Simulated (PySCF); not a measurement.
Simulated absorption spectrum

Compound: C5H13NO2Si2.
SMILES: `CN(C)C(=O)[Si@H]1CC[SiH2]O1`

Level of theory: TDDFT CAM-B3LYP/def2-SVPD, vertical, gas phase, core orbitals frozen in the response (PySCF). Geometry: PBE0-D3(BJ)/def2-SVP, one conformer, isolated molecule.

Computed states:

| state | E (eV) | f |
| --- | --- | --- |
| S1 | 4.97 | 0.0038 |
| S2 | 6.32 | 0.181 |
| S3 | 6.73 | 0.023 |
| S4 | 6.95 | 0.032 |
| S5 | 7.12 | 0.014 |
| S6 | 7.34 | 0.018 |
| S7 | 7.46 | 0.010 |
| S8 | 7.51 | 0.019 |
| S9 | 7.54 | 0.055 |
| S10 | 7.68 | 0.0063 |

Each state is given a Gaussian of 0.25 eV full width at half maximum, with ε(max) = 2.175×10⁸ f / Δν̃ (Δν̃ the width in cm⁻¹). The width is an assumption, not a result. The curve ends short of the highest state used, and states not computed would add to its high-energy end.

**Question.** What does the envelope look like, and where are its maxima?

**Answer.** 
(E (eV), ε (L mol⁻¹ cm⁻¹)): (4.60, 1), (4.68, 10), (4.77, 69), (4.85, 216), (4.94, 394), (5.02, 368), (5.11, 173), (5.20, 40), (5.28, 6), (5.37, 0), (5.45, 0), (5.54, 0), (5.62, 0), (5.71, 0), (5.80, 0), (5.88, 3), (5.97, 74), (6.05, 690), (6.14, 4317), (6.23, 13161), (6.31, 19392), (6.40, 15230), (6.48, 6852), (6.57, 2123), (6.65, 2061), (6.74, 2970), (6.83, 3527), (6.91, 4053), (7.00, 3912), (7.08, 3064)

Maxima: 249 nm (4.97 eV), ε about 410, made up of S1 (100%); 196 nm (6.32 eV), ε about 20000, made up of S2 (100%); 179 nm (6.95 eV), ε about 4100, made up of S4 (83%) (ε in L mol⁻¹ cm⁻¹; maxima over ε = 5, shares over 10%).

**Question.** Coming from long wavelengths, where does ε first pass 100 L mol⁻¹ cm⁻¹?

**Answer.** At about 259 nm (4.79 eV), 0.18 eV below S1.

**Question.** On this curve, what absorbance would a 10⁻³ mol/L sample give at 248 nm over a 1 cm path?

**Answer.** 248 nm is 4.999 eV, where ε is about 400 L mol⁻¹ cm⁻¹, so A = ε c l ≈ 0.4 (Beer–Lambert, with the gas-phase spectrum and the assumed width).

**Question.** What would ε be at 6.32 eV, the highest of these maxima, with half the width (0.125 eV)?

**Answer.** About 39000 L mol⁻¹ cm⁻¹ against 19600, a factor of about 1.99; a lone state at its own centre would give exactly 2.

All these states lie below the vertical ionisation energy of 8.95 eV (ΔSCF).
